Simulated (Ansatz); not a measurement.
Consider the atomization: `F[SiH2]C(F)S` → C• + 2 F• + 4 H• + S• + Si•.

Computed with Ansatz on PBE0-D4/def2-TZVP structures; ΔE is electronic, products minus reactants. CCSD(T)/CBS adds triple-zeta CCSD(T) − MP2 to the extrapolated MP2 energy (def2 sets, frozen cores). This one scheme is used for every species, atoms too. Open shells (•) are unrestricted, without spin–orbit coupling. Spin–orbit coupling would lower the free atoms: a little for C, F, S, Si. One conformer a species, not always the lowest.

`F[SiH2]C(F)S`:

Cartesian coordinates in Å:
```
F 1.667 0.638 1.224
Si 0.897 -0.475 0.378
C -0.897 0.077 0.148
F -1.600 -1.001 -0.390
S -1.042 1.552 -0.847
H 1.526 -0.589 -0.959
H 0.956 -1.750 1.129
H -1.367 0.335 1.102
H -0.140 1.214 -1.785
```

| species | CCSD(T)/CBS(def2) energy (Eh) |
| --- | --- |
| `F[SiH2]C(F)S` | -926.94394 |
| C• | -37.79194 |
| F• | -99.66871 |
| H• | -0.50000 |
| S• | -397.67955 |
| Si• | -288.94402 |

(1) Work out ΔE.

Largest T1 diagnostic among the species: 0.012.

## Answers

(1) ΔE = 4 × (-0.50000) + 2 × (-99.66871) + (-37.79194) + (-397.67955) + (-288.94402) − (-926.94394) = 1.19101 Eh = +3127.0 kJ/mol.

The D4 term adds +31.9 kJ/mol with B3LYP and +16.6 kJ/mol with PBE0; it sums over pairs of atoms, weighted by their polarisabilities, and B3LYP, whose exchange is more repulsive, gets the larger term. From PBE to PBE0 (25 % exact exchange), in def2-TZVPP and without D4, ΔE moves by −69.1 kJ/mol: exact exchange takes away binding that semilocal exchange gives to molecules.

B3LYP here is the variant with VWN-RPA as its local correlation; programs differ in this.

For atomizations the MP2-based limit and the directly extrapolated one differ by several kJ/mol either way, and by 10 to 25 for some Ge, Se and Sn compounds, so smaller differences from it don't rank the levels.
